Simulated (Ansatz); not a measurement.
Cost and result for the atomization energy of `C=NB(F)[SiH3]` (10 atoms, 9 bonds).

Cartesian coordinates in Å:
```
C -1.571 -1.137 -1.077
N -1.013 -0.560 -0.131
B -0.318 0.096 0.845
F -0.838 0.209 2.079
Si 1.496 0.893 0.409
H -2.241 -0.603 -1.759
H -1.422 -2.205 -1.267
H 2.552 0.311 1.285
H 1.488 2.367 0.626
H 1.867 0.630 -1.009
```

The species carries charge 0 and has multiplicity 1. Geometry: relaxed with PBE0-D4/def2-TZVP. It is one conformer, not always the lowest. Program: Ansatz. All runs use 4 threads of an Arm Neoverse V2 on a shared host. Times are those of one run each, without the atoms' runs, and a repeat can differ threefold. Electronic energies, without spin–orbit coupling; frozen cores. CCSD(T)/CBS adds CCSD(T) − MP2 in def2-TZVPP to the MP2 limit, and its time is that of the two runs behind it. T1 = 0.015. B3LYP takes the VWN-RPA correlation (the form of Gaussian; ORCA's B3LYP/G).

CCSD(T)/CBS is a level of theory with its own doubt, some kJ/mol a heavy atom from the limit and from the frozen cores, so smaller differences don't rank the functionals.

```tsv
level	functions	wall time	atomization (kJ/mol)	difference from CCSD(T)/CBS	per bond
PBE-D4/def2-TZVPP (with forces)	236	2 s	3854.8	108.7	12.1
PBE0-D4/def2-TZVPP	236	3 s	3768.8	22.7	2.5
r2SCAN-D4/def2-TZVPP (with forces)	236	3.6 s	3775.9	29.8	3.3
B2PLYP/def2-TZVPP	236	3.7 s	3735.0	-11.1	-1.2
B3LYP-D4/def2-TZVPP (with forces)	236	4.4 s	3784.4	38.3	4.3
ωB97X-V/def2-TZVPP	236	6.5 s	3777.2	31.1	3.5
ωB97M-V/def2-TZVPP (with forces)	236	8 s	3775.1	29.0	3.2
MP2/def2-QZVPP	448	17 s	3771.3	25.2	2.8
CCSD(T)/def2-TZVPP	236	93 s	3647.4	-98.7	-11.0
CCSD(T)/CBS(def2)	–	110 s	3746.1	0.0	0.0
```

The D4 term adds +28.7 kJ/mol with B3LYP and +15.1 kJ/mol with PBE0; it sums over pairs of atoms, weighted by their polarisabilities, and B3LYP, whose exchange is more repulsive, gets the larger term. From PBE to PBE0 (25 % exact exchange), in def2-TZVPP and without D4, the atomization energy moves by −83.2 kJ/mol: exact exchange takes away binding that semilocal exchange gives to molecules. In def2-TZVPP, CCSD(T) changes the Hartree–Fock value by +899.3 kJ/mol (the triples alone add +59.0 kJ/mol) and MP2 by +964.4 kJ/mol; breaking electron pairs costs correlation energy, which Hartree–Fock lacks.
